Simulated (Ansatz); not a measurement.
Relaxation of the cluster B₆ with RKS PBE0-D4/def2-SVP.

```sh
$ ansatz run in.yaml --threads 4 --pin off --events-out ev --progress --plain --max-ram 3916MiB
```

```yaml
crystal:
  periodic: [false, false, false]
  atoms:
    - {symbol: B, position_ang: [2.223850, -0.632850, -0.004590]}
    - {symbol: B, position_ang: [-1.271080, -1.665030, 0.388410]}
    - {symbol: B, position_ang: [-0.773120, -0.427850, -0.409200]}
    - {symbol: B, position_ang: [0.829780, 0.133050, -0.235680]}
    - {symbol: B, position_ang: [0.212970, 1.531950, 0.200560]}
    - {symbol: B, position_ang: [-1.222400, 1.060730, 0.060490]}
basis:
  gaussian: {orbitals: def2-SVP}
hamiltonian: {xc: pbe0, dispersion: d4}
scf: {omitted_lower_state_checks: [starts]}
output: {orbitals: {seedname: orbitals}}
relax: {f_tol: 0.02, max_steps: 100}
```

Run time 31 s (4 threads of Arm Neoverse V1 on a shared host).

Positions (Å) and forces (eV/Å) at steps 1, 2, 3, 4, 5, 6, 7, 8, 9, 10, 11, 12, 13, 14, 15, 16, 17, 19, 21, 22, 23, 24, 25, 26, 27, 28, 29, 30, 31, 32, 34 of 34:

```xyz
6
step=1 energy=-4034.8427 eV
B     2.224   -0.633   -0.005    2.102   -1.218    0.296
B    -1.271   -1.665    0.388   -1.095   -2.758    1.611
B    -0.773   -0.428   -0.409    1.116    3.366   -1.267
B     0.830    0.133   -0.236   -2.435    1.337   -0.255
B     0.213    1.532    0.201    1.327    0.318    0.025
B    -1.222    1.061    0.060   -1.014   -1.045   -0.410
6
step=2 energy=-4035.2143 eV
B     2.276   -0.659   -0.012    0.714   -0.482    0.043
B    -1.314   -1.742    0.386   -0.391   -1.107    0.434
B    -0.771   -0.400   -0.386    0.409    1.254   -0.198
B     0.822    0.160   -0.220   -0.822    0.428   -0.041
B     0.223    1.572    0.179    0.285    0.204   -0.024
B    -1.235    1.070    0.054   -0.196   -0.296   -0.214
6
step=3 energy=-4035.3763 eV
B     2.288   -0.708   -0.024    0.051   -0.097   -0.030
B    -1.348   -1.909    0.280    0.017   -0.117   -0.095
B    -0.762   -0.371   -0.224   -0.192    0.248    0.335
B     0.822    0.196   -0.146   -0.034    0.345    0.000
B     0.230    1.665    0.035    0.110   -0.183   -0.001
B    -1.230    1.127    0.078    0.046   -0.197   -0.208
6
step=4 energy=-4035.4245 eV
B     2.188   -0.839   -0.042   -0.205    0.178   -0.037
B    -1.208   -2.025    0.197    0.071    0.401   -0.105
B    -0.788   -0.329   -0.051   -0.056    0.059    0.151
B     0.822    0.257   -0.104   -0.086    0.123    0.097
B     0.232    1.734   -0.011   -0.231   -0.455   -0.065
B    -1.245    1.202    0.011    0.506   -0.305   -0.041
6
step=5 energy=-4035.3827 eV rejected
B     2.184   -0.812   -0.015    0.011   -0.019   -0.021
B    -1.195   -2.010    0.142   -0.112   -0.581    0.021
B    -0.870   -0.350   -0.010    1.091    0.522    0.011
B     0.823    0.267   -0.091   -0.972   -0.416    0.032
B     0.251    1.731   -0.099   -0.315    0.077    0.080
B    -1.192    1.174    0.073    0.297    0.417   -0.124
6
step=6 energy=-4035.4397 eV
B     2.165   -0.835   -0.052   -0.138    0.120   -0.018
B    -1.202   -2.012    0.170    0.044    0.280   -0.056
B    -0.772   -0.317   -0.008   -0.267   -0.747    0.088
B     0.809    0.265   -0.075    0.543   -0.262    0.016
B     0.225    1.717   -0.039    0.039    0.360   -0.027
B    -1.225    1.182    0.004   -0.220    0.250   -0.004
6
step=7 energy=-4035.4636 eV
B     2.148   -0.784   -0.057    0.003   -0.034    0.000
B    -1.231   -2.058    0.138   -0.065   -0.117    0.003
B    -0.823   -0.387    0.040    0.300    0.492   -0.007
B     0.777    0.273   -0.047   -0.609    0.360    0.003
B     0.280    1.788   -0.084   -0.145   -0.393    0.032
B    -1.152    1.168    0.009    0.516   -0.308   -0.030
6
step=8 energy=-4035.4853 eV
B     2.128   -0.771   -0.061    0.002   -0.060    0.009
B    -1.250   -2.068    0.120   -0.085   -0.173    0.017
B    -0.812   -0.407    0.072    0.295    0.439   -0.044
B     0.768    0.291   -0.032   -0.642    0.407   -0.012
B     0.287    1.808   -0.104   -0.089   -0.304    0.038
B    -1.120    1.148    0.004    0.519   -0.309   -0.008
6
step=9 energy=-4035.5354 eV
B     2.076   -0.755   -0.057   -0.078   -0.049    0.017
B    -1.267   -2.102    0.107   -0.132   -0.270    0.023
B    -0.812   -0.455    0.093    0.482    0.760   -0.071
B     0.741    0.328   -0.026   -0.900    0.565   -0.031
B     0.314    1.864   -0.129   -0.264   -0.568    0.093
B    -1.052    1.119    0.011    0.892   -0.438   -0.032
6
step=10 energy=-4035.6231 eV
B     2.002   -0.759   -0.049   -0.184   -0.036    0.019
B    -1.275   -2.125    0.109   -0.155   -0.247    0.024
B    -0.778   -0.490    0.093    0.558    0.614   -0.062
B     0.723    0.376   -0.032   -0.711    0.462   -0.025
B     0.320    1.911   -0.137   -0.242   -0.476    0.089
B    -0.991    1.086    0.016    0.735   -0.318   -0.045
6
step=11 energy=-4035.8034 eV
B     1.807   -0.785   -0.037   -0.594   -0.063    0.034
B    -1.314   -2.155    0.126    0.022    0.183    0.011
B    -0.620   -0.558    0.079    0.805   -0.261   -0.041
B     0.706    0.498   -0.046    0.903   -0.681   -0.016
B     0.296    1.997   -0.134   -0.280    0.338    0.020
B    -0.875    1.003    0.013   -0.856    0.485   -0.008
6
step=12 energy=-4036.1291 eV
B     1.629   -0.861   -0.033   -1.099    0.052    0.050
B    -1.292   -2.124    0.135    0.146    0.319   -0.005
B    -0.446   -0.587    0.063    0.804   -0.319   -0.028
B     0.734    0.563   -0.050    1.367   -0.550   -0.040
B     0.238    2.046   -0.126   -0.141    0.570   -0.007
B    -0.862    0.963    0.012   -1.077   -0.071    0.030
6
step=13 energy=-4036.5285 eV
B     1.443   -0.931   -0.038   -0.725    0.421    0.036
B    -1.248   -2.067    0.141    0.103    0.186   -0.005
B    -0.291   -0.606    0.056    0.126    0.009   -0.047
B     0.783    0.612   -0.047    1.125   -0.764    0.000
B     0.180    2.080   -0.116   -0.150    0.648   -0.044
B    -0.867    0.912    0.004   -0.480   -0.500    0.060
6
step=14 energy=-4036.5305 eV
B     1.334   -0.934   -0.023    1.416   -0.232   -0.103
B    -1.238   -2.011    0.147    0.034    0.021    0.005
B    -0.221   -0.611    0.020   -1.291   -0.174    0.117
B     0.852    0.618   -0.055    0.030   -0.154    0.046
B     0.133    2.101   -0.118   -0.179   -0.077    0.041
B    -0.860    0.837    0.029   -0.011    0.616   -0.106
6
step=15 energy=-4036.5839 eV
B     1.405   -0.942   -0.044   -0.231   -0.013    0.023
B    -1.234   -2.014    0.161   -0.004   -0.082    0.001
B    -0.259   -0.596    0.032    0.002   -0.167   -0.032
B     0.850    0.593   -0.045   -0.420    0.618    0.000
B     0.132    2.083   -0.095    0.293   -0.068   -0.034
B    -0.895    0.875   -0.009    0.360   -0.288    0.042
6
step=16 energy=-4036.5974 eV
B     1.392   -0.931   -0.037   -0.181    0.143   -0.024
B    -1.234   -2.045    0.153   -0.032   -0.052    0.008
B    -0.275   -0.613    0.031    0.337    0.215    0.005
B     0.827    0.615   -0.043    0.066   -0.475    0.043
B     0.159    2.099   -0.116   -0.233   -0.049    0.018
B    -0.869    0.876    0.013    0.042    0.216   -0.050
6
step=17 energy=-4036.6031 eV
B     1.382   -0.931   -0.046    0.029   -0.023    0.002
B    -1.232   -2.043    0.159    0.038    0.033   -0.004
B    -0.265   -0.607    0.035   -0.096   -0.024   -0.023
B     0.831    0.607   -0.037    0.079    0.001    0.022
B     0.152    2.096   -0.106    0.030    0.070   -0.033
B    -0.867    0.878   -0.004   -0.081   -0.056    0.037
6
step=19 energy=-4036.6044 eV
B     1.380   -0.934   -0.046   -0.020   -0.005   -0.019
B    -1.225   -2.044    0.155    0.009   -0.017    0.003
B    -0.270   -0.605    0.032   -0.002    0.021    0.000
B     0.833    0.606   -0.030    0.001    0.020    0.034
B     0.153    2.097   -0.117    0.000   -0.026   -0.012
B    -0.871    0.880    0.006    0.012    0.008   -0.006
6
step=21 energy=-4036.6113 eV
B     1.355   -0.942   -0.069   -0.063    0.014   -0.041
B    -1.193   -2.064    0.154    0.040   -0.023    0.009
B    -0.288   -0.591    0.033   -0.019    0.005   -0.006
B     0.834    0.606    0.018    0.013    0.056    0.076
B     0.167    2.094   -0.144    0.021   -0.086   -0.023
B    -0.875    0.898    0.008    0.009    0.034   -0.014
6
step=22 energy=-4036.6352 eV
B     1.313   -0.954   -0.110   -0.218    0.146   -0.038
B    -1.140   -2.096    0.156    0.179    0.053    0.007
B    -0.317   -0.568    0.031   -0.067   -0.118    0.008
B     0.838    0.606    0.102   -0.006    0.119    0.045
B     0.188    2.086   -0.185    0.085   -0.352    0.035
B    -0.881    0.926    0.006    0.027    0.151   -0.056
6
step=23 energy=-4036.6560 eV
B     1.288   -0.952   -0.120   -0.212   -0.055   -0.084
B    -1.101   -2.101    0.158    0.134   -0.150    0.030
B    -0.338   -0.561    0.032   -0.067    0.192   -0.021
B     0.830    0.600    0.119    0.101    0.158    0.149
B     0.209    2.072   -0.189    0.013   -0.196   -0.002
B    -0.888    0.942    0.000    0.031    0.050   -0.073
6
step=24 energy=-4036.8767 eV
B     1.158   -0.963   -0.175   -0.611   -0.659   -0.135
B    -0.909   -2.151    0.173    0.824   -0.093   -0.008
B    -0.436   -0.510    0.030   -0.772    0.684    0.051
B     0.809    0.576    0.218    0.490    0.457    0.233
B     0.295    2.024   -0.210   -0.279   -0.384    0.190
B    -0.918    1.025   -0.036    0.349   -0.006   -0.332
6
step=25 energy=-4037.4799 eV
B     1.022   -1.001   -0.212   -1.255   -1.131    0.262
B    -0.716   -2.177    0.179    2.049    1.069   -0.302
B    -0.528   -0.449    0.041   -1.758    0.279    0.288
B     0.812    0.555    0.283    0.613    0.230   -0.273
B     0.350    1.980   -0.207   -0.340   -0.413    0.512
B    -0.941    1.091   -0.084    0.691   -0.033   -0.487
6
step=26 energy=-4038.4959 eV
B     0.888   -1.062   -0.218   -1.542   -1.007    0.766
B    -0.523   -2.148    0.170    2.350    2.223   -0.486
B    -0.625   -0.398    0.070   -1.578   -0.821    0.366
B     0.834    0.530    0.294    0.220   -0.585   -0.834
B     0.375    1.948   -0.174   -0.188    0.009    0.593
B    -0.949    1.130   -0.141    0.737    0.180   -0.405
6
step=27 energy=-4039.0976 eV
B     0.763   -1.095   -0.241    1.123    1.239    0.208
B    -0.340   -2.088    0.188   -0.994    0.944    0.295
B    -0.737   -0.374    0.111   -0.452   -1.819    0.119
B     0.846    0.480    0.273   -0.379   -0.745   -1.082
B     0.405    1.923   -0.084   -0.269    0.341    0.407
B    -0.937    1.155   -0.247    0.971    0.041    0.052
6
step=28 energy=-4039.5499 eV
B     0.790   -1.109   -0.222    0.837    0.024   -0.165
B    -0.382   -2.003    0.253   -0.193    0.329    0.129
B    -0.751   -0.437    0.117   -1.011   -0.324    0.010
B     0.855    0.467    0.083   -0.442    0.502   -0.254
B     0.355    1.985    0.097   -0.134   -0.464   -0.054
B    -0.867    1.097   -0.329    0.942   -0.068    0.333
6
step=29 energy=-4039.6332 eV
B     0.819   -1.111   -0.250   -0.187   -0.230    0.095
B    -0.360   -1.953    0.335    0.310    0.006   -0.106
B    -0.823   -0.468    0.086   -0.190    0.337   -0.199
B     0.826    0.473   -0.023    0.255   -0.015    0.192
B     0.347    1.974    0.200   -0.070   -0.047   -0.231
B    -0.809    1.083   -0.348   -0.119   -0.052    0.249
6
step=30 energy=-4039.5218 eV rejected
B     0.856   -1.123   -0.164   -0.093    0.265   -0.178
B    -0.366   -1.978    0.258    0.108   -0.438    0.063
B    -0.832   -0.493   -0.007   -0.230    0.475    0.543
B     0.802    0.469    0.041    0.346    0.077   -0.147
B     0.399    2.019    0.027   -0.399   -0.572    0.406
B    -0.857    1.105   -0.155    0.269    0.193   -0.687
6
step=31 energy=-4039.6535 eV
B     0.821   -1.111   -0.235    0.027   -0.022   -0.037
B    -0.355   -1.963    0.312   -0.070    0.057    0.007
B    -0.831   -0.464    0.071   -0.039   -0.165    0.003
B     0.832    0.469    0.008    0.069    0.117    0.039
B     0.359    1.978    0.152    0.063    0.035   -0.010
B    -0.826    1.090   -0.308   -0.049   -0.022   -0.001
6
step=32 energy=-4039.6548 eV
B     0.822   -1.110   -0.234   -0.001    0.083   -0.001
B    -0.357   -1.964    0.308   -0.003   -0.033    0.004
B    -0.835   -0.470    0.069   -0.044    0.028    0.009
B     0.836    0.473    0.015    0.027   -0.041   -0.011
B     0.363    1.983    0.143   -0.055   -0.032   -0.014
B    -0.829    1.088   -0.301    0.076   -0.004    0.012
6
step=34 energy=-4039.6554 eV
B     0.818   -1.105   -0.236   -0.005   -0.001    0.001
B    -0.357   -1.965    0.307    0.000    0.003   -0.004
B    -0.840   -0.471    0.074    0.000   -0.008    0.004
B     0.840    0.475    0.017    0.005    0.003    0.002
B     0.362    1.983    0.142    0.006    0.009    0.001
B    -0.825    1.084   -0.303   -0.006   -0.005   -0.004
```

The structure comes from a short search, and lower isomers may exist.
